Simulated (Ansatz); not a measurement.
The cluster Ti2F2, relaxed as a quintet with UKS r2SCAN-D4/def2-SVP in Ansatz, starting from the r2SCAN-D4/def2-SVP geometry of the neutral singlet. Force threshold 0.02 eV/Å.

The charge 0 quintet is spin-contaminated (final ⟨S²⟩ up to 6.20, 6.00 for a pure state). At r2SCAN-D4/def2-SVP a triplet of charge 0 lies 0.11 eV below the quintet, each at its own geometry. The structure comes from a short search, and lower isomers may exist.

Start:

```xyz
4

Ti    0.9562    0.5626    0.2791
Ti   -0.1556   -0.3001   -1.0932
F     0.1792   -1.2236    0.6247
F    -0.9797    0.9611    0.1893
```

(1) Estimate the energy that the relaxation releases and the steps that it takes.

(2) Does the start keep its bonding and symmetry?

(3) Predict the relaxed structure.

Results:

(1) 0.84 eV, in 14 steps; 3.1 min on 4 threads of Arm Neoverse V1 on a shared host. The force fell under the threshold at step 13, but the optimiser went on. No frequencies were taken in this run, so the end may be a saddle point.

(2) By distances, no bond broke or formed. The bond that changes most is Ti2–F4, from 1.98 to 2.09 Å (atoms count from 1). Point group C2v at the start, Cs at the end, both within 0.05 Å.

(3) 
```
atom    x (Å)    y (Å)    z (Å)
 Ti1   0.8356   0.5533   0.5528
 Ti2  -0.4224  -0.4483  -1.1257
  F3   0.4737  -1.3350   0.5420
  F4  -0.8868   1.2300   0.0309
```
Bond lengths (bridged metal pairs left out): 4 × F–Ti 1.92 to 2.09 Å.
